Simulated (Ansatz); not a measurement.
Geometry optimisation, Ansatz 0.2.0, RKS PBE0-D4/def2-SVP.

The input (input.yaml):

```yaml
crystal:
  periodic: [false, false, false]
  atoms:
    - { symbol: W, position_ang: [0.026912, -0.320226, -0.020129] }
    - { symbol: H, position_ang: [0.42535, -0.007116, 1.611436] }
    - { symbol: F, position_ang: [1.902473, -0.462219, -0.155757] }
    - { symbol: H, position_ang: [-0.813796, 0.936754, 0.693555] }
    - { symbol: F, position_ang: [-1.761506, -0.596521, -0.563729] }
    - { symbol: O, position_ang: [-0.074947, -2.11114, 0.475343] }
    - { symbol: H, position_ang: [-0.838557, -2.617169, 0.831336] }
    - { symbol: F, position_ang: [0.219786, 0.780356, -1.506143] }
    - { symbol: O, position_ang: [1.679284, 2.087763, 1.107886] }
    - { symbol: H, position_ang: [2.450014, 1.739931, 0.638298] }
    - { symbol: H, position_ang: [1.573086, 1.448687, 1.848602] }
basis:
  gaussian: { orbitals: def2-SVP }
hamiltonian:
  xc: pbe0
  dispersion: d4
relax:
  f_tol: 0.03
  max_steps: 50
```

Command:

```bash
$ ansatz run input.yaml --threads 4 --pin off --max-ram 5120MiB --backend cpu --events-out ev --progress --plain --runs-dir out
```

**Question.** Where does it end, and by what steps?

**Answer.** The run converged. After 36 steps the energy has fallen by 0.515 eV; H10 moved furthest, 1.17 Å. Joined: W1–O9 (3.13 → 2.33 Å).

```csv
step,energy less start (eV),largest force component (eV/Å),accepted
0,0.0000,0.802,yes
2,-0.1030,2.025,yes
4,-0.3404,1.239,yes
6,-0.3947,0.420,yes
8,-0.4202,0.622,yes
10,-0.4356,0.313,no
12,-0.4523,0.590,yes
14,-0.4617,1.273,no
16,-0.4863,0.360,yes
18,-0.4961,0.144,yes
20,-0.5040,0.082,yes
22,-0.5077,0.038,yes
24,-0.5082,0.289,no
26,-0.5100,0.299,yes
28,-0.5119,0.056,yes
30,-0.5133,0.083,yes
32,-0.5142,0.059,yes
34,-0.5148,0.058,yes
36,-0.5149,0.019,yes
```

```xyz
11
Properties=species:S:1:pos:R:3
W 0.196 -0.240 0.254
H 0.467 -0.150 1.907
F 2.052 -0.679 0.408
H -0.859 0.678 1.174
F -1.491 -0.340 -0.638
O -0.159 -2.039 0.568
H -0.995 -2.410 0.253
F 0.711 0.788 -1.258
O 1.263 1.726 0.919
H 1.509 2.131 0.070
H 2.097 1.415 1.303
```

Whether the end is a true minimum wasn't checked by a vibrational analysis.

The run took 89 s on 4 threads of Arm Neoverse V2, on a shared host, peak memory 0.33 GiB.
